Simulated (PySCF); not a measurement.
## What each rung costs, and what it gives

Saddle point of SiHCl$_{3}$, closed shell (SiCl₂ + HCl → SiHCl₃ ([Cl][SiH]([Cl])[Cl]); bonds formed: Si1–H4, Si1–Cl5; bonds broken: H4–Cl5), PBE0-D4/def2-TZVP structure:

Si1  (-0.227, -0.213, -0.577)
Cl2  (1.678, -0.792, -1.028)
Cl3  (-1.098, -1.764, 0.425)
H4  (-0.526, 1.334, -0.112)
Cl5  (0.173, 1.434, 1.293)
(Å)

Barriers are electronic and count from the start structure reached by relaxing down the imaginary mode.

Program: PySCF 2.14 with density fitting (its default auxiliary sets; JK sets also for MP2 and CCSD(T)). Basis: as named in each row. Cores are frozen in the correlated methods. B3LYP uses VWN-RPA correlation. Extrapolation: Hartree–Fock as exp(−7.88 √X), correlation as X^−2.97.

Times are rough, for one single point on 4 threads of a shared host (Arm Neoverse N1).

The estimate by CCSD(T) at an estimated basis limit (MP2 extrapolated from triple and quadruple zeta, plus CCSD(T) − MP2 in triple zeta) is 71.2 kJ/mol.

| method | basis | time (s) | barrier (kJ/mol) | method less estimate |
| --- | --- | --- | --- | --- |
| HF | STO-3G | 1 | 152.6 | 81.4 |
| B3LYP-D4 | 6-31G | 4 | 95.7 | 24.5 |
| PBE0-D4 | def2-SVP | 5 | 57.6 | -13.6 |
| PBE-D4 | def2-SVP | 5 | 39.7 | -31.5 |
| MP2 | def2-QZVPP | 8 | 63.1 | -8.1 |
| SPW92 | def2-TZVPP | 9 | 20.0 | -51.2 |
| CCSD(T) | def2-SVP | 12 | 92.0 | 20.8 |
| PBE-D4 | def2-TZVPP | 13 | 38.4 | -32.8 |
| PBE0-D4 | def2-TZVPP | 14 | 53.9 | -17.3 |
| B3LYP-D4 | def2-TZVPP | 14 | 64.9 | -6.3 |
| BHLYP-D4 | def2-TZVPP | 15 | 84.4 | 13.2 |
| r2SCAN-D4 | def2-TZVPP | 26 | 39.4 | -31.8 |
| wB97M-V | def2-TZVPP | 170 | 81.2 | 10.0 |
| CCSD(T) | def2-TZVPP | 390 | 77.6 | 6.4 |

All methods are single points on the PBE0-D4 structures.

T1 diagnostic: at most 0.014. The restricted Hartree–Fock reference is unstable towards an unrestricted one at one or more of these structures.

Losses and insertions of silylenes and their heavier kin drive the gas-phase chemistry of silicon and germanium vapour deposition.

Labels in which every atom is bracketed show which atoms are joined, not bond orders.
